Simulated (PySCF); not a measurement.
cis-Ti(NH3)2Cl4 (singlet state).
Structure used (PBE0-D3(BJ)/def2-SVP), in Å, numbered top down from 1:
```
atom  x, y, z in Å
Ti1   -0.713    0.015   -0.720
N2    -0.563   -0.023    1.535
H3    -0.114    0.810    1.914
H4    -0.131   -0.872    1.898
H5    -1.537   -0.015    1.843
Cl6   -0.453    0.060   -2.915
N7     1.542   -0.017   -0.549
H8     1.861   -0.111   -1.514
H9     1.904   -0.814   -0.027
H10    1.913    0.859   -0.182
Cl11  -2.912    0.039   -0.489
Cl12  -0.361    2.247   -0.347
Cl13  -0.404   -2.229   -0.425
```

Level of theory: TDDFT CAM-B3LYP/def2-SVPD, vertical, gas phase, core orbitals frozen in the response in PySCF 2.14.0, density-fitted response routines.

Transition dipole moments from the ground state, in atomic units and in the frame of the coordinates above (overall signs are arbitrary), for the states with f of 0.002 or more among the lowest 15:

| state | E (eV) | μx | μy | μz |
| --- | --- | --- | --- | --- |
| S3 | 3.772 | -0.105 | 0.003 | 0.104 |
| S7 | 3.995 | 0.282 | 0.022 | 0.285 |
| S12 | 4.106 | -0.146 | 0.000 | -0.150 |
| S14 | 4.348 | -0.532 | 0.011 | 0.526 |
| S15 | 4.418 | 0.015 | 0.957 | 0.002 |

Question: What oscillator strength does each state have?

Answer: f = (2/3) ΔE |μ|² with ΔE in hartree (27.2114 eV).

| state | \|μ\|² (au) | \|μ\| (D) | f |
| --- | --- | --- | --- |
| S3 | 0.022 | 0.38 | 0.002 |
| S7 | 0.161 | 1.02 | 0.016 |
| S12 | 0.044 | 0.53 | 0.004 |
| S14 | 0.560 | 1.90 | 0.060 |
| S15 | 0.916 | 2.43 | 0.099 |

Question: Which bond between heavy atoms lies closest to the direction of the S15 transition dipole?

Answer: Ti1–Cl13 and Ti1–Cl12, at 12° from it; next Ti1–Cl6, Ti1–N2 and Ti1–Cl11 at 89°.

Question: What angle do the transition dipoles of S7 and S15 make?

Answer: |cos θ| = |μa·μb| / (|μa| |μb|) = 0.07, so θ ≈ 86° (taken between 0 and 90°, since the signs are arbitrary).

Question: How is the summed strength of these states shared among x, y and z?

Answer: (2/3) Σ ΔE μα² gives 0.041 for x, 0.099 for y and 0.041 for z, 0.181 in all.

Question: What peak molar absorption coefficient would the strongest computed level give as a lone Gaussian band 0.5 eV wide at half height?

Answer: ε(max) = 2.175×10⁸ f / FWHM, with the width in cm⁻¹. S15: 2.175×10⁸ × 0.0991 / 4033 ≈ 5300 L mol⁻¹ cm⁻¹.

Time: 1.8 min wall (with the writing of density and orbital grids); peak memory 1.3 GiB. Hardware: one thread, Arm Neoverse V1 (aarch64), shared host.
